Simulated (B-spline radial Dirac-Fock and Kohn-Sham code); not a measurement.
# Dipole and non-dipole photoemission parameters of Rh 3p3/2

System: atomic rhodium, [Kr] 4d8 5s1; threshold 496.5 eV (tabulated edge). The computed values come from a radial atomic solver: Dirac-Hartree-Slater photoionisation with a Latter tail; cross sections with all multipoles, angular parameters from the dipole term and its interference with E2.

```
hν (eV)  σ (kb)      β       γ      δ
    798     266  1.331   0.206  0.023
    800     265  1.333   0.204  0.023
    870     238  1.411   0.147  0.014
    940       ?      ?       ?      ?
    995     196  1.501   0.064  0.007
   1000     194  1.504   0.061  0.006
   1040     183  1.523   0.041  0.005
   1120     162  1.555   0.010  0.004
   1580    88.1  1.631  -0.019  0.004
   1820    66.7  1.640   0.017  0.005
   2000    55.0  1.640   0.056  0.006
   2070    51.1  1.639   0.072  0.006
   3200    19.3  1.592   0.364  0.015
   7520    2.11  1.358   1.200  0.061
  11200   0.664  1.198   1.608  0.108
  13600   0.369  1.111   1.795  0.140
  15000   0.273  1.065   1.885  0.158
```

**Question.** Give the values at 940 eV.

**Answer.** σ = 213 kb, β = 1.468, γ = 0.097, δ = 0.009.
